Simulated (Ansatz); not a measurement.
**Ligand exchange: C3H7ClMg + C3H7F → C3H7FMg + C3H7Cl**

Species: C3H7ClMg `C[CH](C)[Mg][Cl]`, singlet; C3H7F (2-fluoropropane) `CC(C)F`, singlet; C3H7FMg `C[CH](C)[Mg][F]`, singlet; C3H7Cl (2-chloropropane) `CC(C)Cl`, singlet. The partners trade Cl for F: Mg–Cl and C–F bonds give way to Mg–F and C–Cl.

Shapes, held fixed at every level: PBE0-D4/def2-TZVP. Programs: Ansatz 0.2.0. The zero-point and thermal change to 298 K, harmonic and unscaled (PBE0-D4/def2-TZVP), is -1.5 kJ/mol.

Task: Estimate ΔH(298 K) of this reaction.

Result: The highest level, CCSD(T)/def2-TZVPP, gives ΔH(298 K) = +8.6 kJ/mol; the levels span +8.6 to +38.5. The column of differences is taken from that level and isn't an error. No measured value is set beside it here. Outer-core shells of Mg are correlated in most correlated rows, in sets that cover them unevenly. Times are processor times on shared x86 and Arm servers, and rough.

| level | kind | ΔH(298 K) (kJ/mol) | less CCSD(T)/def2-TZVPP | CPU time (sum over the molecules) |
| --- | --- | --- | --- | --- |
| HF/def2-TZVPP | Hartree–Fock | +38.5 | +29.9 | – |
| BHLYP-D4/def2-TZVPP | global hybrid | +18.8 | +10.2 | 37 s |
| wB97M-V/def2-TZVPP | range-separated hybrid | +12.4 | +3.8 | 2.4 min |
| wB97X-V/def2-TZVPP | range-separated hybrid | +13.9 | +5.3 | 1.7 min |
| B2PLYP/def2-TZVPP | double hybrid | +8.9 | +0.3 | 68 s |
| CCSD/def2-SVP | coupled cluster or CI | +15.5 | +6.9 | – |
| CCSD(T)/def2-TZVPP | coupled cluster or CI | +8.6 | 0.0 | 50 min |
